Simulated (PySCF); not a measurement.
Input of a run (PBE0-D3(BJ)/def2-SVP geometry optimisation, gas phase (PySCF 2.14.0)), started from GFN2-xTB:
```
{"job": {"xc": "PBE0", "basis": "def2-SVP", "d3": "d3bj", "grid": 1, "shake": 0.01, "kind": "geom"}, "charge": 0, "multiplicity": 1}
C      2.504850    -0.078260    -0.185310
C      1.380450    -0.470740    -0.424010
C      0.016010    -0.958210    -0.652870
C     -0.846000    -0.418430     0.410870
Se    -1.681140    -1.409590     1.616660
C     -1.043650     1.080580     0.394540
F     -2.028060     1.477610     1.207020
F     -1.335230     1.524670    -0.855060
H      3.458830     0.297770    -0.001520
H     -0.302970    -0.617900    -1.620650
H      0.025510    -2.051150    -0.611420
H     -0.108920     1.595380     0.712720
```

Output (energies in Eh, forces in Eh/bohr):
```
step   0  E = -2792.78366820  max force = 0.035502
step   1  E = -2792.78734601  max force = 0.010425
step   2  E = -2792.78760791  max force = 0.003199
step   3  E = -2792.78766703  max force = 0.002705
step   4  E = -2792.78772633  max force = 0.001205
step   5  E = -2792.78774517  max force = 0.000682
step   6  E = -2792.78775233  max force = 0.000282
optimisation converged
```

**Question.** Summarise the run.

**Answer.** The energy falls by 2.6 kcal/mol over 7 energy and gradient evaluations, the largest force component goes from 0.0355 to 2.8e-04 Eh/bohr, and the atoms move by 0.095 Å rms after alignment. The bond that changes most is C3–C4 (ends: propargylic carbon; carbon bonded to 2 C and Se), which lengthens by 0.037 Å. Bonds longer at the end by more than 0.005 Å: 4 of 11; shorter: 3. Among the angles that change most is C2–C3–C4, from 108.1° to 112.6°. Among the dihedrals that turn most is H10–C3–C4–C6, from -52° to -62°. The energy never rose by more than 1e-6 Eh on the way. The first step brought 90 % of the lowering.

**Question.** What are the final bond lengths?

**Answer.** C1≡C2 1.210 Å, C2–C3 1.460 Å, C3–C4 1.509 Å, C4=Se5 1.749 Å, C4–C6 1.516 Å, C6–F7 1.336 Å, C6–F8 1.358 Å, C1–H9 1.075 Å, C3–H10 1.106 Å, C3–H11 1.100 Å, C6–H12 1.106 Å. Numbering counts from 1 in the input's order; the species is `C#CCC(=[Se])C(F)F`.

The run used 150 basis functions and 54 SCF cycles in all. Hardware: one thread of an Arm Neoverse N1, no GPU, shared host. Cost: 2.1 min, 0.59 GiB resident at most.

No PBE0-D3(BJ)/def2-SVP frequencies stand behind this structure, so it isn't proved a minimum. The numbers are those of one conformer.
